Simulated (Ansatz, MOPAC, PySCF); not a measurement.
Species: CH$_{3}$Mg (charge 0, doublet). SMILES: [CH3][Mg]
Geometry: optimised at B3LYP-D3(BJ)/def2-TZVP (Ansatz, a first-principles code).

Wanted: vertical ionisation energy to the singlet, in eV. Conventions: open shells spin-unrestricted; each state is the SCF solution reached for its charge and spin; six Cartesian d functions in 6-31G* and its kin unless marked 5d; spin-orbit terms left out; non-relativistic; no dispersion term unless named. First-principles rows: single points at B3LYP-D3(BJ) geometries (Ansatz). Semi-empirical rows: differences of heats of formation at the shared geometry for vertical values. The spin state of an ion or metal species was assumed, not searched.

| species | coefficient | E at B3LYP/6-31G* (Ansatz), Eh | E at M06-2X/def2-TZVPD (PySCF), Eh | heat of formation at MNDO (MOPAC), kcal/mol |
|---|---|---|---|---|
| charge 1, singlet | +1 | -239.71146 | -239.66724 | 203.80 |
| charge 0, doublet | -1 | -239.95572 | -239.91794 | 33.27 |

 1 Eh = 27.2114 eV and 1 eV = 23.0605 kcal/mol.

Q: Compute it at each level from the table.

A: 
- B3LYP/6-31G*: the sum of coefficient times E is 0.24426 Eh, or 6.647 eV. Result: 6.65 eV.
- M06-2X/def2-TZVPD: the sum of coefficient times E is 0.25070 Eh, or 6.822 eV. Result: 6.82 eV.
- MNDO: the sum of coefficient times heat of formation is 170.53 kcal/mol, or 7.39 eV.
